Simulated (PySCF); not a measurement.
From r²SCAN to CCSD(T): MK along the fifth-period p block

r²SCAN and CCSD(T) in PySCF with def2-SVP on every atom (core potentials on Sn, Sb, Te, I), for the lowest determinant that a PBE0 search found; no spin–orbit coupling.

| molecule | state (unpaired electrons) | r²SCAN Re (Å) | r²SCAN ωe (cm⁻¹) | r²SCAN De (eV) | CCSD(T) Re (Å) | CCSD(T) ωe (cm⁻¹) | CCSD(T) De (eV) |
| --- | --- | --- | --- | --- | --- | --- | --- |
| KSn | quartet (σ ↑, π ↑↑) | 3.290 | 135 | 1.48 | 3.338 | 134 | 1.23 |
| KSb | triplet (π ↑↑) | 3.368 | 138 | 1.17 | 3.430 | 132 | 0.72 |
| KTe | doublet (π ↑) | 3.198 | 166 | 2.25 | 3.243 | 161 | 1.85 |
| KI | singlet (closed shell) | 3.086 | 183 | 3.51 | ? | ? | ? |

Q: Estimate the CCSD(T) values of KI by adding the mean shift from r²SCAN to CCSD(T) of the other rows, and compare with the calculation.

A: The mean shifts are +5.2 pm, -4 cm⁻¹ and -0.37 eV, which give 3.138 Å, 179 cm⁻¹ and 3.14 eV. CCSD(T)/def2-SVP gives Re = 3.125 Å, ωe = 178 cm⁻¹, De = 3.12 eV.

Q: What are the mean differences of r²SCAN from CCSD(T) over the whole series?

A: Re -4.9 pm, ωe +4 cm⁻¹, De +0.37 eV.

In a basis of this size CCSD(T) is itself not converged; it tends to give bonds that are too long and too weak.

Correlated steps freeze 9 core orbitals. Correlated levels converge slowly with the basis: in double zeta they bind strong bonds too weakly, by up to about 1 eV, and carry superposition errors of some tenths. Spin–orbit coupling is left out, which matters for elements this heavy, above all for dissociation energies. Where the molecule has an RHF reference, its open-shell atoms are computed with UHF. States were picked by a PBE0 search and need not be the measured ground states.
